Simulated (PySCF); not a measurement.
Compound: C6H10ClFSi.
SMILES with atom numbers: `[CH3:1]/[CH:2]=[C:3]1\[SiH2:4][C@@H:5]([CH2:6][Cl:7])[C@H:8]1[F:9]`

Geometry (GFN2-xTB, Å), atoms numbered from 1 in this order:
```
atom  x, y, z in Å
C1     3.004    0.368   -0.003
C2     1.672    1.005   -0.193
C3     0.538    0.334   -0.335
Si4   -0.078   -1.450   -0.234
C5    -1.672   -0.364   -0.167
C6    -2.311   -0.291    1.202
Cl7   -2.947   -1.891    1.655
C8    -0.852    0.907   -0.485
F9    -1.113    1.970    0.358
H10    2.918   -0.715   -0.037
H11    3.692    0.699   -0.780
H12    3.426    0.664    0.957
H13    1.663    2.090   -0.205
H14    0.045   -2.243   -1.455
H15    0.229   -2.203    0.976
H16   -2.447   -0.550   -0.912
H17   -3.150    0.406    1.232
H18   -1.584   -0.011    1.965
H19   -1.044    1.282   -1.497
```

Definitions: NICS(0) = −σiso at the ring centroid; NICS(1) = −σiso and NICS(1)zz = −σzz at ±1 Å along the ring normal z. Level: GIAO PBE0/pcSseg-1 (PySCF, non-relativistic, gas phase) on the GFN2-xTB geometry, one conformer.

Ring bond lengths (Å), with Mayer bond orders in brackets: C3–Si4 1.890 (0.87), Si4–C5 1.930 (0.86), C5–C8 1.545 (0.97), C8–C3 1.511 (0.99).

What do the NICS probes read (ppm)?

| ring | type | NICS(0) | NICS(1), two faces | NICS(1)zz, two faces | rms pucker (Å) | centre to ring atoms, mean (Å) |
| --- | --- | --- | --- | --- | --- | --- |
| C3–Si4–C5–C8 | 4-membered ring with Si; formal bonds all single | 0.0 | -3.2 / -1.1 | -0.6 / 5.4 | 0.07 | 1.21 |

What do they say, and how far can they be read as aromaticity?

- C3–Si4–C5–C8: mean NICS(1)zz 2.4 ppm, near zero. Si4, C5, C8 have four or more neighbours, and the NICS criterion for π rings isn't applied. The two faces differ by 6.0 ppm, so no symmetry operation interchanges them.

What is the mean of the two in-plane components of NICS at the first NICS(1) probe listed for ring C3–Si4–C5–C8, 1 Å off the ring?

The isotropic value is a third of the trace: (3 × -3.2 − (-0.6))/2 = -4.5 ppm.

List the ring angles and the Hirshfeld charges of the ring atoms.

- C3–Si4–C5–C8: C3 93.6° (-0.121 e), Si4 74.9° (+0.325 e), C5 91.0° (-0.130 e), C8 99.0° (+0.056 e); sum 358.5° against 360° for a flat convex ring.

Time: 51 s of wall time; peak memory 1.1 GiB. Hardware: one thread, Arm Neoverse V1 (aarch64), shared host with 32 logical CPUs at a one-minute load of 27. This is the whole shielding run at PBE0/pcSseg-1, SCF included.
